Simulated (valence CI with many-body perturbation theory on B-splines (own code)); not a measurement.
**Valence orbitals of Cd40+**

Calculated by valence CI with perturbative core correlation (CI+MBPT): six valence electrons over a frozen Dirac-Fock core [He], a basis of 9 s, 9 p, 8 d, 6 f, 3 g, 1 h functions for each j, with the one-electron correlation potential Σ1 (screened to all orders), the two-electron term Σ2, the three-electron term Σ3, Breit, model QED; selected single and double excitations, second order for the rest, scaled by the run's own slope (own B-spline code, finite nucleus).

No measured spectrum was set against this ion. As an estimate, large intervals hold to a few tenths of a per cent, small ones and those within an open d or f shell to about a per cent. Among the levels kept, up to 2200 cm⁻¹ of a level comes from second order outside the variational space, and about a tenth of that is noise between levels of different J, which matters for small intervals.

These are the spectroscopic orbitals of the CI (the correlating ones are not listed), shaped by the core and the other valence electrons. h is the expectation value of the core's Dirac-Fock operator, without the valence repulsion; Σ1 is computed up to l = 3 at one energy for each symmetry, that of its lowest orbital but kept below the first core excitation, so for empty shells it is not the orbital's own correlation shift; Breit and QED include the response of the core, and the two lowest orbitals of each symmetry also the frequency dependence of Breit exchange, which makes a step in that column.

```csv
Orbital,h (hartree),Σ1 (cm⁻¹),Breit (cm⁻¹),QED (cm⁻¹),⟨r⟩ (bohr)
2s1/2,-279.56,-1299,28872,30347,0.1268
3s1/2,-122.14,-305,7768,8436,0.2979
4s1/2,-67.948,-117,3074,3408,0.5434
5s1/2,-43.184,-57.6,1532,1707,0.8613
2p1/2,-275.68,-3157,57116,-684,0.1070
3p1/2,-120.97,-684,15026,-241,0.2809
4p1/2,-67.451,-259,5971,-101,0.5292
5p1/2,-42.928,-127,2976,-51.6,0.8497
2p3/2,-267.29,-2566,22645,2483,0.1117
3p3/2,-118.5,-558,5966,631,0.2876
4p3/2,-66.414,-212,2591,251,0.5380
5p3/2,-42.401,-104,1295,125,0.8606
3d3/2,-117.85,-236,477,-101,0.2465
4d3/2,-66.137,-101,259,-34.6,0.4996
5d3/2,-42.259,-51.7,135,-16.1,0.8250
3d5/2,-117.11,-220,156,208,0.2487
4d5/2,-65.826,-93.4,84.0,94.0,0.5022
5d5/2,-42.099,-47.9,41.8,49.4,0.8282
4f5/2,-65.645,-18.3,2.3,-32.5,0.4354
5f5/2,-42.015,-10.4,1.9,-16.2,0.7628
4f7/2,-65.497,-17.8,0.6,27.4,0.4368
5f7/2,-41.939,-10.1,0.5,14.6,0.7643
5g7/2,-41.912,,0.0,-10.0,0.6685
5g9/2,-41.867,,0.0,8.0,0.6695
```

Among the shells of the start configuration 2s2 2p4, Σ1 is largest in size for 2p1/2, where it is 0.0052 % of h.

Lowest root of each symmetry, sizes in configuration state functions:

```tsv
J	Parity	Roots	Reference	Variational	Second order	Change by selected CI (cm⁻¹)	Change by second order (cm⁻¹)
0	even	8	30	45357	275848	-44193	-4
1	even	11	66	59995	893828	-42025	-173
2	even	12	74	59990	1452663	-42883	-291
3	even	6	51	59999	1202091	-48632	-522
4	even	2	25	55625	757352	-54007	-496
5	even	1	9	42277	533469	-48244	-106
0	odd	6	27	54961	279425	-49128	-4
1	odd	14	68	59998	1079479	-53343	-459
2	odd	15	73	59999	1737602	-48190	-1293
3	odd	10	53	59963	2141920	-49578	-1621
4	odd	5	28	57842	1434502	-49648	-657
5	odd	2	9	57752	1240899	-55461	-153
```
